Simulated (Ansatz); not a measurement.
`[F][GaH][ZnH]` → F• + Ga• + 2 H• + Zn (atom)  (atomization)

Isolated molecules relaxed with PBE0-D4/def2-TZVP in Ansatz; ΔE leaves out vibrations. CCSD(T)/CBS adds triple-zeta CCSD(T) − MP2 to the extrapolated MP2 energy (def2 sets, frozen cores). This one scheme is used for every species, atoms too. Functionals use def2-TZVPP. B3LYP here is the variant with VWN-RPA as its local correlation; programs differ in this. HSE06 is defined as in plane-wave codes. No spin–orbit coupling; open shells (•) take unrestricted orbitals. Spin–orbit coupling would lower the free atoms: a little for F; clearly for Ga. For Ga, Zn outer-core shells are correlated without core-valence functions, so the limit isn't a true one: a few kJ/mol of doubt a bond, and 10 to 20 or more in all where bonds break to atoms. Scalar relativity is left out up to krypton.

```csv
level,ΔE (kJ/mol),difference from CCSD(T)/CBS
LDA (SPW92),1228.0,164.2
revPBE-D4,1022.2,-41.6
BLYP-D4,1025.2,-38.6
B97M-V,1066.5,2.7
PBE0-D4,1039.8,-24.0
B3LYP-D4,1031.2,-32.6
r2SCANh-D4,1068.0,4.2
r2SCAN0-D4,1052.1,-11.7
HSE06-D4,1039.8,-24.0
BHLYP-D4,1007.5,-56.3
CAM-B3LYP-D4,1060.6,-3.2
ωB97X-V,1080.2,16.4
ωB97M-V,1056.1,-7.7
B2PLYP,1037.8,-26.0
PBE-QIDH,1057.1,-6.7
PBE,1049.2,-14.6
revPBE,1003.7,-60.1
r2SCAN,1078.1,14.3
PBE0,1033.4,-30.4
B3LYP,1018.8,-45.0
r2SCANh,1066.2,2.4
r2SCAN0,1050.0,-13.8
HSE06,1033.7,-30.1
BHLYP,995.9,-67.9
LC-ωPBE,1093.1,29.3
HF/def2-SVP,757.0,-306.8
MP2/def2-SVP,1030.5,-33.3
CCSD/def2-SVP,985.4,-78.4
CCSD(T)/def2-SVP,994.8,-69.0
HF/def2-TZVPP,751.7,-312.1
MP2/def2-TZVPP,1073.2,9.4
SCS-MP2/def2-TZVPP,1055.2,-8.6
CCSD/def2-TZVPP,1027.7,-36.1
CCSD(T)/def2-TZVPP,1043.8,-20.0
HF/def2-QZVPP,756.9,-306.9
MP2/def2-QZVPP,1086.5,22.7
SCS-MP2/def2-QZVPP,1071.4,7.6
HF/CBS(def2),757.7,-306.1
MP2/CBS(def2),1093.2,29.4
CCSD/CBS(def2),1047.7,-16.1
CCSD(T)/CBS,1063.8,0
```

Largest T1 diagnostic among the species: 0.017.

From r2SCAN to r2SCAN0 (25 % exact exchange), in def2-TZVPP and without D4, ΔE moves by −28.1 kJ/mol: exact exchange takes away binding that semilocal exchange gives to molecules. The D4 term adds +12.4 kJ/mol with B3LYP and +6.4 kJ/mol with PBE0; it sums over pairs of atoms, weighted by their polarisabilities, and B3LYP, whose exchange is more repulsive, gets the larger term.

For atomizations the MP2-based limit and the directly extrapolated one differ by several kJ/mol either way, and by 10 to 25 for some Ge, Se and Sn compounds, so smaller differences from it don't rank the levels.
